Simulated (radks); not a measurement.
Isoelectronic series with 15 electrons, each ion in its NIST ground configuration. All-electron calculation, scalar-relativistic Kohn-Sham, PBE, spin-polarised, spherical densities, point nucleus; open shells are filled with parallel spins first (spin-orbit coupling, left out, can overturn this in heavy ions). Program: a radial shooting solver on a logarithmic mesh with Libxc functionals. Total energies (hartree) and orbital eigenvalues (eV):

ion,configuration,E (hartree),3p up,3s down,3s up,2p down
P,[Ne] 3s2 3p3,-341.97091,-6.2828,-12.0790,-14.8017,-123.7755
V8+,[Ne] 3s2 3p3,-926.43235,-192.0220,-212.5090,-220.1748,-675.5912
Ga16+,[Ne] 3s2 3p3,-1812.45186,-578.3024,-616.6114,-628.7281,-1674.928
Ag32+,[Ne] 3s2 3p3,-4525.90195,-1950.637,-2046.870,-2067.862,-5026.973
Cs40+,[Ne] 3s2 3p3,-6381.4646,-2944.386,-3091.812,-3117.366,-7399.285
Eu48+,[Ne] 3s2 3p3,-8596.1496,-4150.762,-4375.689,-4405.935,-10253.97
Lu56+,[Ne] 3s2 3p3,-11197.7018,-5577.152,-5919.108,-5954.207,-13608.39
Au64+,[Ne] 3s2 3p3,-14222.7832,-7232.411,-7749.910,-7790.048,-17483.03
